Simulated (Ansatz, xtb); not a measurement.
Species: C$_{2}$H$_{4}$B (charge -1, singlet). It need not be the lowest isomer of its formula. Whether it binds its extra electron was not tested at this geometry. SMILES: BC=[CH-]
Geometry from a B3LYP-D3(BJ)/def2-TZVP (Ansatz, an electronic-structure program) optimisation:
```
B
H 1 1.2166
H 1 1.2166 2 115.52
C 1 1.5338 2 122.12 3 174.50
C 4 1.3368 1 89.03 2 92.93
H 4 1.0842 5 126.59 1 -180.00
H 5 1.1515 4 110.82 6 -180.00
```
Charge -1, spin multiplicity 1.

Harmonic wavenumbers from GFN2-xTB (xtb, at its own minimum), cm⁻¹: 169, 291, 601, 734, 839, 906, 1028, 1072, 1197, 1269, 1513, 2163, 2249, 2417, 2846.

Give the harmonic wavenumbers at B3LYP-D3(BJ)/def2-TZVP (Ansatz, finite differences of forces, unscaled).

307, 465, 661, 756, 883, 885, 1005, 1014, 1201, 1222, 1508, 2392, 2405, 2569, 3115 cm⁻¹. Zero-point energy 29.1 kcal/mol.

From these and the geometry, give the ideal-gas thermochemistry at 298.15 K and 1 atm (rigid rotor, harmonic oscillator).

Point group Cs, rotational symmetry number 1. Rotational constants 32.44, 16.17, 11.87 GHz. S(trans) 36.90, S(rot) 21.47, S(vib) 3.30, S(elec, spin only) 0.00, S 61.7 cal/(mol K). H(298) - H(0) 3.07 kcal/mol; G - E(el) 13.8 kcal/mol.
